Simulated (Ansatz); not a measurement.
```yaml
crystal:
  periodic: [true, true, true]
  atoms:
    - {symbol: N, position_ang: [-0.931563, -0.466693, -0.129215]}
    - {symbol: Si, position_ang: [0.601168, 0.184839, 0.167153]}
    - {symbol: F, position_ang: [0.685540, 1.172605, 1.418661]}
    - {symbol: S, position_ang: [1.058503, 1.337297, -1.537904]}
    - {symbol: H, position_ang: [-1.701023, 0.066075, -0.498041]}
    - {symbol: H, position_ang: [-1.164183, -1.425509, 0.066359]}
    - {symbol: H, position_ang: [1.512859, -0.936614, 0.467387]}
basis:
  gaussian: {orbitals: cc-pVTZ}
magnetization: {spin_polarized: true, initial_magnetization: 1}
hamiltonian: {xc: {name: HF}}
correlation: {method: mp2}
output: {forces: true}
```

```sh
$ ansatz run in.yaml --threads 4 --pin off --events-out ev --progress --plain --max-ram 10444MiB
```

Output, abridged:

```
Error: YAML parse error: error: line 2 column 3: crystal: missing field `lattice` (a structure is typed as `lattice` and `atoms`, a molecule's as `atoms` in Å alone, or read from a run's directory, `checkpoint`)
 --> <input>:2:3
1 | crystal:
2 |   periodic: [true, true, true]
3 |   atoms:
4 |     - {symbol: N, position_ang: [-0.931563, -0.466693, -0.129215]}
```

What is wrong with this run?

The molecule is marked periodic without a cell. The input was rejected before any iteration.
